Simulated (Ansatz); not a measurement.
Coupled-cluster diagnostics for Sr₂Se⁺, Ansatz.

Geometry of the doublet (B3LYP-D4/def2-TZVP):

```xyz
3

Sr   -0.5695    2.4868   -0.9752
Sr    0.5445   -2.4290    1.1240
Se    0.0249   -0.0578   -0.1488
```

In the def2 sets Sr takes a core potential; there is no spin–orbit coupling. Correlated methods freeze 9 core orbitals; core or outer-core shells of Sr, Se are correlated, in sets that lack core-valence functions. In CCSD on the charge 1 doublet the largest single amplitude is 0.44, so its Hartree–Fock determinant may place the open shell otherwise than the density functionals do. The structure comes from a short search, and lower isomers may exist.

Geometry of the charge 1 quartet (B3LYP-D4/def2-TZVP):

```xyz
3

Sr   -2.190    0.398    1.838
Sr    1.674   -0.354   -2.325
Se    0.516   -0.045    0.487
```

Q: Estimate the CCSD(T) correlation energy, the shares of MP2 and (T), T1 and the reference's ⟨S²⟩ for: charge 1, doublet, own geometry in def2-TZVPP; charge 1, quartet, own geometry in def2-TZVPP; and the rough time on 4 threads of Arm Neoverse V2 on a shared host.

A: 
| state | basis | correlation (eV) | MP2 share (%) | (T) share (%) | T1 | ⟨S²⟩ (pure) | wall time | remarks |
| --- | --- | --- | --- | --- | --- | --- | --- | --- |
| charge 1, doublet, own geometry | def2-TZVPP | -19.148 | 92.7 | 3.4 | 0.056 | 0.75 (0.75) | 22 s | large T1 (0.056) |
| charge 1, quartet, own geometry | def2-TZVPP | -18.195 | 92.1 | 2.8 | 0.013 | 3.76 (3.75) | 12 s | – |
Customary marks for T1 are 0.02 (closed shells), 0.045 (open shells) and about 0.05 (3d metals). T1 exceeds 0.02 in 1 of 2 rows and 0.045 in 1; the higher it lies, the less the single-reference result can be trusted.
